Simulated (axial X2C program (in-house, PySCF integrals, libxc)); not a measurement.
**Potential curves of VH, two-component**

Computed with an in-house relativistic program for diatomic molecules. Two-component (2c) means X2C with spin–orbit coupling and atomic mean-field two-electron Coulomb and Gaunt terms. Basis: V dyall-cv3z [10s10p6d4f2g], H dyall-v3z [6s2p1d] (cores contracted in-house); Gaussian nuclei, density fitting, unrestricted open shells. Masses: V 50.944 u, H 1.008 u.

State: Ω = 4 (⟨Sz⟩ = 2.00, ⟨Lz⟩ = 2.00 at HF). Energies in eV from the lowest point of each curve. Fits are polynomials in 1 − R0/R over 0.85 to 1.23 times the lowest point R0.

| R (Å) | HF |
| --- | --- |
| 1.4633 | 0.6911 |
| 1.5306 | 0.4010 |
| 1.5811 | 0.2448 |
| 1.6315 | 0.1329 |
| 1.6820 | 0.0584 |
| 1.7409 | 0.0114 |
| 1.7997 | 0.0000 |
| 1.8754 | 0.0274 |
| 1.9679 | 0.1101 |
| 2.1025 | 0.2969 |

One determinant describes the state; a PBE0 search over occupations chose it and may have missed a lower one. PBE0 can misorder states that lie within some tenths of an eV, so this need not be the ground state of the molecule. The nearest other spin-free determinant of the search, M_S = 2, Λ = 1, lies 0.13 eV up at the distance of the search. With several unpaired electrons one determinant need not be a pure state. A state of lower Ω lies just above, and one determinant can place such states too high, so the state shown need not be the lowest. The search has Ω = 1 only 0.10 eV up. Open-shell Ω = 0 determinants with evenly filled partner blocks cannot be reached by this program, so the Ω shown need not be the lowest component.

(1) Fit the HF curve near its minimum: give the equilibrium distance and the harmonic wavenumber.

Answers

(1) At HF, 2c: Re = 1.791 Å, ωe ≈ 1540 cm⁻¹; Be follows as 5.32 cm⁻¹.
